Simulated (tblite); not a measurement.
O₂S, charge -1, doublet, geometry from GFN2-xTB (a state made from the parent by changing its charge; the spin is typed, not shown lowest); tblite with GFN1-xTB.

tblite was given this input:
```
$ tblite run mol.xyz --method gfn1 --charge -1 --spin 1 --grad --json tblite.json --no-restart

# file mol.xyz
3

O     -1.24295900     0.47960799    -0.02685326
S     -0.02078318    -0.41688237     0.02148269
O      1.28452537     0.35415674    -0.01611211
```

Output, abridged:

```
xTB calculator
 | screened Coulomb repulsion
 | Coulomb electrostatics
 |  * isotropic Klopman-Ohno-Mataga-Nishimoto electrostatics
 |  * onsite third-order electrostatics
 | DFT-D3(BJ) dispersion correction

halogen bonding energy    0.0000000000000E+00 Eh
repulsion energy          2.9367880323879E-02 Eh
dispersion energy        -5.0216091150414E-04 Eh
number of electrons       1.9000000000000E+01 e
integral cutoff           1.9487547202114E+01 bohr

------------------------------------------------------------
  cycle        total energy    energy error   density error
------------------------------------------------------------
      1     -12.72829530036  -1.2757161E+01   9.1448037E-01
      2     -13.12989084915  -4.0159555E-01   3.2837536E-01
      3     -13.19701823229  -6.7127383E-02   3.0709666E-01
      4     -13.22909574161  -3.2077509E-02   1.1953700E-01
      5     -13.24568328931  -1.6587548E-02   4.5292893E-02
      6     -13.24831238247  -2.6290932E-03   9.7918169E-03
      7     -13.24843871853  -1.2633606E-04   1.9812014E-03
      8     -13.24844373000  -5.0114663E-06   8.6817388E-05
      9     -13.24844372950   5.0180660E-10   8.7687538E-05
     10     -13.24844373879  -9.2953698E-09   5.4176757E-08
------------------------------------------------------------

electronic energy        -1.3277309458203E+01 Eh
total energy             -1.3248443738791E+01 Eh

Post processing:
 | Mayer-Wiberg bond orders

[Info] Tight-binding results written to 'tblite.txt'
[Info] JSON dump of results written to 'tblite.json'
```
